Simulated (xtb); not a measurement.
C₄H₃FOS, SMILES s1cc(F)cc1O. All values are semi-empirical tight-binding results from xtb (GFN2-xTB unless named), good for trends rather than for accurate numbers. Coordinates come from a GFN2-xTB optimisation. One conformer was computed; it need not be the lowest.

Optimised geometry:

```xyz
10

O      1.1277     2.1806     0.0000
C      0.5238     0.9821     0.0000
C      1.1414    -0.2285     0.0000
C      0.1959    -1.2821     0.0000
F      0.5694    -2.5691     0.0000
C     -1.1022    -0.8951     0.0000
S     -1.2124     0.8244     0.0000
H      0.4806     2.8957     0.0000
H      2.2043    -0.3699     0.0000
H     -1.9857    -1.4983     0.0000
```

Computed properties:
```json
{
 "point_group_as_xtb_finds_it": "Cs",
 "orbital_gap": "3.77 eV",
 "zero_point_energy": "38.0 kcal/mol",
 "G − E(el) at 298.15 K (modified RRHO)": "18.9 kcal/mol",
 "static polarisability (D4 model)": "70.1 bohr³",
 "solvation energy, GFN2-xTB/ALPB(water)": "-5.0 kcal/mol",
 "solvation energy, GFN2-xTB/ALPB(thf)": "-9.5 kcal/mol"
}
```

Computed atomic charges and the Wiberg bond orders between heavy atoms:
charges (e) O1 -0.36, C2 0.16, C3 -0.10, C4 0.16, F5 -0.21, C6 -0.06, S7 -0.05, H8 0.32, H9 0.08, H10 0.07. Bond orders O1–C2 1.11, C2–C3 1.55, C3–C4 1.23, C4–F5 0.96, C4–C6 1.59, C2–S7 1.13, C6–S7 1.15.
